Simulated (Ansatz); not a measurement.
GaH2(CN) (CH2GaN). The state is a singlet with charge 0. Geometry PBE-D4/def2-TZVP.

Cartesian coordinates in Å:
```
Ga -0.579 0.417 -0.204
H -1.022 1.514 0.815
H -1.204 0.089 -1.597
C 0.947 -0.682 0.332
N 1.858 -1.338 0.654
```

The 6-31G sets use Cartesian d functions. B3LYP takes the VWN-RPA correlation.

(1) Estimate the orbital energies around the gap (eV) in Ansatz with PBE-D4/def2-SVP, PBE-D4/def2-TZVP, B3LYP-D4/6-31G, PBE0-D4/def2-SVP, r2SCAN0-D4/def2-TZVP.

## Answers

(1) 
```json
{"orbital": "HOMO−5", "PBE-D4/def2-SVP": "-13.06", "PBE-D4/def2-TZVP": "-13.22", "B3LYP-D4/6-31G": "-14.50", "PBE0-D4/def2-SVP": "-14.82", "r2SCAN0-D4/def2-TZVP": "-15.31"}
{"orbital": "HOMO−4", "PBE-D4/def2-SVP": "-9.81", "PBE-D4/def2-TZVP": "-10.02", "B3LYP-D4/6-31G": "-11.14", "PBE0-D4/def2-SVP": "-11.42", "r2SCAN0-D4/def2-TZVP": "-11.95"}
{"orbital": "HOMO−3", "PBE-D4/def2-SVP": "-8.70", "PBE-D4/def2-TZVP": "-8.80", "B3LYP-D4/6-31G": "-9.88", "PBE0-D4/def2-SVP": "-10.10", "r2SCAN0-D4/def2-TZVP": "-10.38"}
{"orbital": "HOMO−2", "PBE-D4/def2-SVP": "-8.43", "PBE-D4/def2-TZVP": "-8.53", "B3LYP-D4/6-31G": "-9.53", "PBE0-D4/def2-SVP": "-9.78", "r2SCAN0-D4/def2-TZVP": "-10.13"}
{"orbital": "HOMO−1", "PBE-D4/def2-SVP": "-8.01", "PBE-D4/def2-TZVP": "-8.20", "B3LYP-D4/6-31G": "-9.29", "PBE0-D4/def2-SVP": "-9.75", "r2SCAN0-D4/def2-TZVP": "-10.02"}
{"orbital": "HOMO", "PBE-D4/def2-SVP": "-7.86", "PBE-D4/def2-TZVP": "-7.96", "B3LYP-D4/6-31G": "-8.96", "PBE0-D4/def2-SVP": "-9.17", "r2SCAN0-D4/def2-TZVP": "-9.44"}
{"orbital": "LUMO", "PBE-D4/def2-SVP": "-3.43", "PBE-D4/def2-TZVP": "-3.52", "B3LYP-D4/6-31G": "-2.87", "PBE0-D4/def2-SVP": "-2.64", "r2SCAN0-D4/def2-TZVP": "-2.55"}
{"orbital": "LUMO+1", "PBE-D4/def2-SVP": "-0.68", "PBE-D4/def2-TZVP": "-0.88", "B3LYP-D4/6-31G": "0.32", "PBE0-D4/def2-SVP": "0.34", "r2SCAN0-D4/def2-TZVP": "0.30"}
{"orbital": "LUMO+2", "PBE-D4/def2-SVP": "-0.24", "PBE-D4/def2-TZVP": "-0.58", "B3LYP-D4/6-31G": "0.64", "PBE0-D4/def2-SVP": "0.77", "r2SCAN0-D4/def2-TZVP": "0.64"}
{"orbital": "LUMO+3", "PBE-D4/def2-SVP": "0.36", "PBE-D4/def2-TZVP": "0.07", "B3LYP-D4/6-31G": "1.04", "PBE0-D4/def2-SVP": "1.32", "r2SCAN0-D4/def2-TZVP": "1.40"}
{"orbital": "LUMO+4", "PBE-D4/def2-SVP": "0.62", "PBE-D4/def2-TZVP": "0.32", "B3LYP-D4/6-31G": "1.37", "PBE0-D4/def2-SVP": "1.55", "r2SCAN0-D4/def2-TZVP": "1.43"}
{"orbital": "LUMO+5", "PBE-D4/def2-SVP": "1.58", "PBE-D4/def2-TZVP": "1.90", "B3LYP-D4/6-31G": "1.39", "PBE0-D4/def2-SVP": "2.25", "r2SCAN0-D4/def2-TZVP": "3.14"}
```
